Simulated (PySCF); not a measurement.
C3H3N2O2S2 (doublet state).
Geometry (GFN2-xTB, Å), atoms numbered from 1 in this order:
```
atom  x, y, z in Å
C1    -1.8702   -0.4094    1.0375
S2    -1.2031    0.0621   -0.4930
O3    -1.4031   -0.9609   -1.4799
O4    -1.5503    1.4162   -0.8188
C5     0.5602    0.0669   -0.1129
C6     1.6130    0.3800   -0.9927
N7     2.7829    0.2896   -0.4062
S8     2.5884   -0.1545    1.1364
N9     0.9686   -0.2458    1.0962
H10   -2.0621    0.3442    1.7714
H11   -1.9470   -1.4526    1.2594
H12    1.5239    0.6637   -2.0234
```

The hyperfine couplings belong to this conformer and change with its torsions.

The species is `[CH2]S(=O)(=O)c1cnsn1` [radical].

Computed, not measured: UKS B3LYP, pcH-1 on C H N O S, non-relativistic, mean-field spin-orbit, GIAO in PySCF. Geometry: GFN2-xTB, one conformer, isolated molecule. Couplings are sensitive to structure, and on GFN2-xTB geometries they can be far from those on DFT ones. Stability of the SCF solution: not tested.

Give the principal g shifts and their parts.

| Δg (ppm) | 1 | 2 | 3 |
| --- | --- | --- | --- |
| relativistic mass correction | -144 | -144 | -144 |
| gauge correction | 17 | 5 | 36 |
| orbital Zeeman/spin–orbit | -240 | -174 | 638 |
| total | -367 | -314 | 530 |

So g = 2.00195, 2.00201, 2.00285 and g_iso = 2.00227; the tensor is close to axial: the two nearest values differ by 6 % of g3 − g1. Axes: g3 points within 11° of the C1–S2 bond.

What effective moment and Curie constant follow for a powder?

With the mean of g² = 4.0091 and S(S+1) = 0.75: μ_eff = √(⟨g²⟩S(S+1)) = 1.734 μB and χT = 0.12505·⟨g²⟩·S(S+1) = 0.376 cm³ K/mol (cgs; spin-Hamiltonian part alone).

What are the electron Larmor frequencies g μB B/h along the three axes at 1200 mT?

33.6238, 33.6247, 33.6388 GHz for g1, g2 and g3, a range of 15.1 MHz.

Average each term over the three axes. Which is largest in size?

The mass correction -144, the orbital-Zeeman/spin–orbit term 75 and the gauge correction 19 ppm, for a total of -50 ppm. The mass correction is the largest in size. The mass correction is the same along every axis, so the anisotropy comes from the other two: their spans along these axes are 31 (gauge) and 878 ppm (orbital Zeeman/spin–orbit).

In a frozen sample, at which fields do the three g values resonate at 9.5, 34, 94 and 263 GHz (hyperfine left aside), and which band first spreads them over more than twice a line width of 0.5 mT?

```
band    GHz  B(g3) mT  B(g2) mT  B(g1) mT  spread mT
   X    9.5    338.89    339.04    339.05       0.15
   Q   34.0   1212.88   1213.39   1213.43       0.54
   W   94.0   3353.27   3354.68   3354.77       1.50
   J  263.0   9382.01   9385.96   9386.22       4.20
```

The spread grows in proportion to the frequency. W band is the first where it exceeds 1.0 mT.

The largest Mulliken spin population is on C1 (+1.03). The angles at C1 add up to 359.5°, so it is planar; its axial dipolar tensor and the negative couplings of its protons fit spin in a p orbital normal to that plane.

The HOMO–LUMO gaps are 5.63 eV among the α and 4.16 eV among the β orbitals.

Hardware: an Arm Neoverse V1 with one thread, no GPU, shared host with 32 logical CPUs at a one-minute load of 8.5. Cost: 1.8 min of wall time (grids of density and orbitals included), 0.97 GiB resident at most.
